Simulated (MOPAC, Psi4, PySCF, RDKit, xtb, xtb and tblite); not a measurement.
Two geometries of SMILES c1cc(CCC=O)oc1 (C7H8O2), relaxed at GFN2-xTB with one dihedral held; other torsions can differ between them too.

Structure A

```
17

O     -0.6767     2.6415    -0.2058
C     -1.2511     1.7482     0.3461
C     -1.8972     0.5680    -0.3195
C     -1.7576     0.5958    -1.8455
C     -2.6026     1.6691    -2.4436
C     -2.2837     2.8190    -3.0995
C     -3.5129     3.4469    -3.4222
C     -4.4858     2.6327    -2.9381
O     -3.9475     1.5522    -2.3432
H     -1.3543     1.7298     1.4512
H     -1.4401    -0.3355     0.0937
H     -2.9523     0.5544    -0.0337
H     -0.7181     0.7837    -2.1136
H     -2.0609    -0.3735    -2.2488
H     -1.2991     3.1785    -3.3143
H     -3.6463     4.3742    -3.9405
H     -5.5554     2.7020    -2.9491
```

Structure B

```
17

O     -1.8801     2.0880     1.1010
C     -1.9741     0.9471     0.7483
C     -1.7716     0.4592    -0.6589
C     -1.2371    -0.9778    -0.7091
C      0.1145    -1.0668    -0.0843
C      1.3670    -1.0328    -0.6212
C      2.2694    -1.1068     0.4692
C      1.4982    -1.1767     1.5851
O      0.1936    -1.1533     1.2618
H     -2.2538     0.1479     1.4620
H     -2.7505     0.4985    -1.1471
H     -1.1068     1.1440    -1.1882
H     -1.9235    -1.6384    -0.1750
H     -1.1706    -1.3055    -1.7468
H      1.6176    -0.9682    -1.6603
H      3.3388    -1.1071     0.4216
H      1.7436    -1.2457     2.6260
```

Task: Which is lower in energy at the level PBE0-D3(BJ)/def2-SVP // GFN2-xTB (Psi4), and by how much?

Result: A is lower, by 1.85 kcal/mol (dihedral O1–C2–C3–C4: 0° in A, 150° in B).

E(B) − E(A) in kcal/mol at the other levels, on the same two geometries: GFN2-xTB (xtb and tblite) -0.23; MMFF94 // GFN2-xTB (RDKit) 0.43; PBE0/def2-SVP // GFN2-xTB (Psi4) 1.78; PBE/def2-SVP // GFN2-xTB (Psi4) 1.79; PBE-D3(BJ)/def2-SVP // GFN2-xTB (Psi4) 1.87; UFF // GFN2-xTB (RDKit) -1.79; PM6, restricted, heats of formation // GFN2-xTB (MOPAC) -1.17; PM3, restricted, heats of formation // GFN2-xTB (MOPAC) -0.90; GFN1-xTB // GFN2-xTB (xtb) 0.73; restricted B3LYP/6-31G*, spherical d, density fitting // GFN2-xTB (PySCF) 1.37; restricted LDA (SVWN5)/6-31G*, spherical d, density fitting // GFN2-xTB (PySCF) 1.88; restricted Hartree-Fock/6-31G*, spherical d, density fitting // GFN2-xTB (PySCF) 1.24; restricted MP2 (frozen core)/6-31G*, spherical d // GFN2-xTB (PySCF) 1.59.
